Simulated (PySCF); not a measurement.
C3H7FPSi (charge +1).
Numbering: `[CH3:1][P@H+:2]1[C:3]([F:4])=[C:5]1[SiH3:6]`

Geometry (GFN2-xTB, Å), atoms numbered from 1 in this order:
```
atom  x, y, z in Å
C1    -2.0525   -1.0334    0.3603
P2    -1.0696    0.1478   -0.6043
C3    -0.1749    1.5035    0.1200
F4    -0.2935    2.6928    0.6146
C5     0.6564    0.4968   -0.1473
Si6    2.5291    0.0166   -0.0290
H7    -1.8974   -2.0431   -0.0249
H8    -1.7368   -0.9893    1.4042
H9    -3.1137   -0.7851    0.2893
H10   -1.3502    0.2006   -1.9558
H11    3.0060    0.3004   -1.3773
H12    2.4729   -1.4010    0.3090
H13    3.0197    0.8938    1.0236
```

Definitions: NICS(0) = −σiso at the ring centroid; NICS(1) = −σiso and NICS(1)zz = −σzz at ±1 Å along the ring normal z. Level: GIAO PBE0/pcSseg-1 (PySCF, non-relativistic, gas phase) on the GFN2-xTB geometry, one conformer.

Ring bond lengths (Å), with Mayer bond orders in brackets: P2–C3 1.779 (1.08), C3–C5 1.333 (1.55), C5–P2 1.819 (0.97).

Problem. What do the NICS probes read (ppm)?

Solution. 
```
    ring                                                     type  NICS(0)  NICS(1), two faces  NICS(1)zz, two faces  rms pucker (Å)  centre to ring atoms, mean (Å)
P2–C3–C5  3-membered ring with P; formal bonds 1 double, 2 single    -26.3         -9.0 / -9.6         -12.5 / -14.9            0.00                            0.95
```

Problem. What do they say, and how far can they be read as aromaticity?

Solution. 
- P2–C3–C5: mean NICS(1)zz -13.7 ppm, shielded. P2 has four or more neighbours; no verdict on aromaticity is drawn. NICS(0) lies 17 ppm below the mean NICS(1).

Problem. What are the shieldings of the ring atoms and their hydrogens in the same run (means over atoms taken as equivalent)?

Solution. 
```tsv
atoms	environment	σ isotropic (ppm)	principal values of the symmetric part, first atom (ppm)
P2	phosphonium phosphorus	463.4	278.5, 352.3, 759.4
C3	vinylic C–F carbon	14.7	-122.1, 63.7, 102.4
C5	fully substituted alkene carbon	80.2	-50.9, 101.5, 190.0
H10	P–H hydrogen	25.91	19.4, 23.0, 35.2
```

The run took about 40 s of CPU time (one thread, shared machine). This is the whole shielding run at PBE0/pcSseg-1, SCF included.
